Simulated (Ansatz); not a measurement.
Ansatz results at the PBE0-D4/def2-TZVP geometry: LUMO energy (ωB97M-V/def2-TZVPP) 1.72 eV; HOMO energy (PBE0/def2-TZVPP) -8.39 eV; HOMO–LUMO gap (ωB97M-V/def2-TZVPP) 12.39 eV.

Each molecule was computed in one conformer, which needn't be the lowest.

Task: Which molecule gave them?
A. `ClC(Cl)Br`
B. `F/C(Br)=C(/F)I`
C. `FC(F)CBr`
D. `FC(F)Cl`

Result: C. The others give `FC(F)Cl`: 2.61, -9.60, 14.54; `ClC(Cl)Br`: 0.89, -8.46, 11.58; `F/C(Br)=C(/F)I`: 0.47, -7.14, 9.70.
